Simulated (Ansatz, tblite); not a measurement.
Removing and adding an electron: the cluster Cu3. Total charge 0; doublet. Geometry: r2SCAN-D4/def2-TZVP. Ansatz, gas phase; energy differences of separate SCF runs; the oxidised species is a singlet (the triplet lies 2.93 eV higher at PBE0-D4/def2-TZVP); the reduced species is a triplet (the singlet lies 0.50 eV higher at PBE0-D4/def2-TZVPD).

```xyz
3

Cu   -0.2860   -1.2480   -0.0162
Cu   -0.5048    0.7866   -1.0389
Cu    0.7908    0.4614    1.0551
```

The xTB rows come from tblite. The structure comes from a short search, and lower isomers may exist.

Problem. Estimate orbital energies and vertical ionisation energies and electron affinities at: GFN1-xTB; GFN2-xTB; PBE-D4/def2-TZVP; PBE-D4/def2-TZVPD; r2SCAN-D4/def2-TZVP; r2SCAN-D4/def2-TZVPD; PBE0-D4/def2-TZVP; PBE0-D4/def2-TZVPD.

Solution. 
```csv
level,−HOMO (eV),vertical IE (eV),−LUMO (eV),vertical EA (eV),HOMO–LUMO gap (eV),IE − EA (eV),remarks
GFN1-xTB,–,12.59,–,6.92,–,5.67,–
GFN2-xTB,–,7.18,–,2.45,–,4.73,–
PBE-D4/def2-TZVP,3.69,6.08,3.50,–,0.18,–,–
PBE-D4/def2-TZVPD,3.71,–,3.52,1.38,0.19,–,HOMO above zero (-1 triplet)
r2SCAN-D4/def2-TZVP,3.86,6.00,3.30,–,0.56,–,–
r2SCAN-D4/def2-TZVPD,3.87,–,3.30,1.43,0.57,–,HOMO above zero (-1 triplet)
PBE0-D4/def2-TZVP,4.03,5.71,2.59,–,1.44,–,–
PBE0-D4/def2-TZVPD,4.05,–,2.61,1.18,1.44,–,HOMO above zero (-1 triplet)
```

   A HOMO above zero means that the electron is unbound at that level or that self-interaction error raises the level; the energy of removing that electron tells which. HOMO and LUMO are the levels of the spin that leaves or enters (xTB has no such levels and no spin-polarisation term). Other spin states of the ions may lie lower, which would lower the ionisation energy or raise the affinity. Raw xTB energy differences between charge states are shifted by several eV; the methods need an empirical correction for them.
